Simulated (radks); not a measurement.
Removal energies from the thallium ion Tl3+, [Xe] 4f14 5d10, by Delta-SCF beside the eigenvalue of the level emptied. All-electron calculation, scalar-relativistic Kohn-Sham, PBE, spin-polarised, spherical densities, finite nucleus; Fermi nuclear charge, rms radius of each element as measured or else 0.836 A^(1/3) + 0.57 fm. Program: a radial shooting solver on a logarithmic mesh with Libxc functionals. Open shells are filled with parallel spins first.

removed from          final configuration  Delta-SCF (eV)  -eigenvalue (eV)
5d                          [Xe] 4f14 5d9          51.598            44.319
5p            [Kr] 4d10 4f14 5s2 5p5 5d10          114.01            105.46
4f                         [Xe] 4f13 5d10          158.07            143.43
5s            [Kr] 4d10 4f14 5s1 5p6 5d10          169.47            160.25
